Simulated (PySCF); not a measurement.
Vertical excitations of a molecule C2H6ClFSi from TDDFT-PBE/def2-SVPD run with PySCF 2.14.0, as energy in eV (oscillator strength): 6.76 (0.004), 7.07 (0.000), 7.12 (0.019), 7.20 (0.023), 7.37 (0.007), 7.38 (0.011), 7.43 (0.013), 7.61 (0.004), 7.70 (0.023), 7.78 (0.025). Lowest triplet (TDA): 6.16 eV. The structure is a stationary point at PBE-D3(BJ)/def2-SVP. The values are those of a single conformer.

### Question
Which molecule gave these data?
(A) CC[Si@@H](F)Cl
(B) F[SiH2]CCCl
(C) C[C@@H](F)[SiH2]Cl
(D) F[C@@H](Cl)C[SiH3]

### Answer
D, F[C@@H](Cl)C[SiH3]
